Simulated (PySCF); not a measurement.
Cartesian coordinates in Å; atom numbers follow the order of the lines, from 1:
```xyz
17

O     0.4157    0.7632   -0.3513
C     0.6271   -0.1019    0.4656
C    -0.4579   -0.8485    1.1781
C    -1.7306   -0.8659    0.3445
Si   -2.1897    0.8595   -0.3436
O     1.8538   -0.4414    0.8053
Si    3.1563    0.3383    0.1038
H    -0.6352   -0.3149    2.1179
H    -0.0981   -1.8491    1.4314
H    -2.5420   -1.2592    0.9559
H    -1.6014   -1.5607   -0.4859
H    -1.7988    1.9108    0.5926
H    -1.7607    1.0626   -1.7196
H    -3.6663    0.8515   -0.3621
H     4.2062   -0.3964    0.7944
H     3.1197    0.1114   -1.3346
H     3.0948    1.7526    0.4470
```

Non-relativistic Hamiltonian, a single conformation, isolated molecule, equivalent nuclei averaged. Shielding tensors at PBE0/pcSseg-1 (GIAO); geometry from GFN2-xTB; PySCF 2.14.

δ = σ(ref) − σ, references computed at the same level: TMS for 13C, 1H, 29Si; 17O against H2O.

| atoms | nucleus | count | δ (ppm) |
| --- | --- | --- | --- |
| Si5 | 29Si | 1 | -74.3 |
| O6 | 17O | 1 | ? |
| C2 | 13C | 1 | 187.0 |
| Si7 | 29Si | 1 | -38.9 |
| C4 | 13C | 1 | 6.5 |
| H10/H11 | 1H | 2 | ? |
| H8/H9 | 1H | 2 | 2.65 |
| H12/H13/H14 | 1H | 3 | 4.11 |
| H15/H16/H17 | 1H | 3 | ? |
| C3 | 13C | 1 | 34.5 |
| O1 | 17O | 1 | 442.4 |

Q: Estimate the values marked ?.

A: 
- H15/H16/H17: 4.81 ppm, hydrogen on a silicon bonded to O
- H10/H11: 0.90 ppm, hydrogen on an sp3 CH2 bonded to Si
- O6: 193.3 ppm, oxygen bonded to C, Si

Shifts are as computed. Against solution values, carbons near 30 ppm lie about +3 ppm off and those near 130 ppm about +5 ppm. Of 1211 compounds with measured shifts, 218 miss one by over three times the rms of a fit or turn the order of signals round; such compounds aren't used in these exercises. Unscaled 17O shifts of doubly bonded oxygen tend to come out too high, by tens of ppm or more. Experimental scales use liquid or dissolved standards, which lie at an offset from isolated H2O (liquid H2O: subtract about 36 ppm).
